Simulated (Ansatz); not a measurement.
Species: BBrF2, SMILES `FB(F)Br` (charge 0, multiplicity 1).

Question: Give a relaxed geometry from PBE0-D4/def2-TZVP in Ansatz (a program for electronic structure).

Answer: the end point of this relaxation (outside a Z-matrix the atoms follow the SMILES, hydrogens last).
Cartesian coordinates (Å) in one orientation:
```xyz
4

F     -0.826    -1.098    -0.410
B     -0.144     0.005    -0.231
F     -0.778     1.149    -0.190
Br     1.748    -0.056    -0.035
```
